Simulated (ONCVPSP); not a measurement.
Ti (Z = 22), ONCV: configuration errors across variants

titanium (Ti), optimised norm-conserving Vanderbilt (ONCV), made with ONCVPSP 4.0.1 (PBEsol, scalar-relativistic). Core [Ne], reference 3s2 3p6 3d2 4s1.75 4p0.25. Waves: 3s+4s: rc 1.50 bohr, ncon 3, nbas 7, qcut 10.6 1/bohr, 2 projectors; 3p+4p: rc 1.55 bohr, ncon 4, nbas 7, qcut 10.2 1/bohr, 2 projectors; 3d: rc 2.40 bohr, ncon 5, nbas 9, qcut 5.6 1/bohr, 2 projectors, debl 2.1 Ha. Local part: polynomial inside 1.05 bohr (lpopt 4, dvloc0 0 Ha). Core correction: none.

All-electron excitation energies from the reference (eV): (1) 3s2 3p6 3d2 4s2 4p0 -0.761; (2) 3s2 3p6 3d2 4s1 4p0 6.598; (3) 3s2 3p6 3d2 4s0 4p0 20.070; (4) 3s2 3p5 3d2 4s2 4p0 44.711.

Errors AE − PS in meV (a dash: test not solved or not reliable):

```
    change   (1)   (2)   (3)   (4)  bound ghosts  GHOST(+) flags above zero
      base  +0.1  +0.8  +2.5  -216          none                       none
p: rc 1.12  +0.1  +0.8  +2.6  -200          none                       none
p: rc 1.56  +0.1  +0.8  +2.5  -216          none                       none
p: rc 1.82  +0.1  +0.8  +2.6  -220          none                       none
   p: rc 2  +0.1  +0.7  +2.4  -201          none                       none
p: rc 2.24  +0.1  +0.7  +2.2  -178          none                       none
```

Q: Give the same row for: p: rc 1.32.

A: +0.1, +0.8, +2.5, -206; bound ghosts: none; GHOST(+) flags above zero: none.
